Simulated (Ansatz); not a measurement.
Species: C2H5Br3Ge, net charge 0, singlet state. 
Geometry from a B3LYP-D3(BJ)/def2-TZVP (Ansatz, a quantum-chemistry and plane-wave program) optimisation:
SMILES: [CH2]([Ge]([Br])([Br])[Br])C
```xyz
11

C     -3.1297     0.0893     0.2709
C     -2.0416    -0.9679     0.1210
Ge    -0.2431    -0.1984     0.0099
Br    -0.0764     1.2283    -1.8126
Br     0.2410     1.0256     1.9210
Br     1.3561    -1.8604    -0.2163
H     -3.1401     0.7736    -0.5780
H     -2.9908     0.6783     1.1780
H     -4.1102    -0.3875     0.3284
H     -2.0126    -1.6545     0.9685
H     -2.1619    -1.5591    -0.7881
```

Computed values are from Ansatz. Correlated levels leave the core frozen unless marked. Open shells are spin-unrestricted. No spin-orbit coupling. The frozen core is the preceding noble-gas configuration, with the filled d and f shells of earlier blocks. No relativistic terms. Basis-set limits of correlation are two-point, X^-3; Hartree-Fock from the larger set.

What is the T1 diagnostic at CCSD/cc-pVQZ?

0.009.

What is the dipole moment at CCSD(T)/aug-cc-pVDZ?

2.58 D.

What is the atomisation energy De at CCSD(T)/CBS(cc-pVTZ,cc-pVQZ)?

3738.9 kJ/mol.

What is the total energy at CCSD(T)/CBS(cc-pVTZ,cc-pVQZ)?

-9872.8391 Eh.
